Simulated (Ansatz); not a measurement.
Gas-phase electronic energies from Ansatz, PBE0-D4/def2-TZVP geometries. CCSD(T)/CBS adds triple-zeta CCSD(T) − MP2 to the extrapolated MP2 energy (def2 sets, frozen cores). Functionals use def2-TZVPP. B3LYP here is the variant with VWN-RPA as its local correlation; programs differ in this. One conformer a species, not always the lowest.

Consider the formal exchange of groups at a C–C bond: `C[SiH2]CCCl` + `CCCl` → `CC(Cl)CCl` + `C[SiH2]C`.

Q: Is it downhill or uphill in electronic energy at CCSD(T)/CBS, and by how much? (Estimate.)

A: Computed: Downhill: ΔE = -17.5 kJ/mol.

Q: What do these levels give: r2SCAN-D4, B3LYP, SCS-MP2/def2-TZVPP, CCSD/def2-TZVPP, CCSD(T)/def2-TZVPP, MP2/def2-QZVPP? (Estimate.)

A: The calculation gave: r2SCAN-D4 -17.5, B3LYP -12.2, SCS-MP2/def2-TZVPP -17.9, CCSD/def2-TZVPP -16.4, CCSD(T)/def2-TZVPP -17.9, MP2/def2-QZVPP -20.0 kJ/mol.

Largest T1 diagnostic among the species: 0.010.

In def2-TZVPP, CCSD(T) changes the Hartree–Fock value by −6.8 kJ/mol (the triples alone add −1.4 kJ/mol) and MP2 by −9.4 kJ/mol.
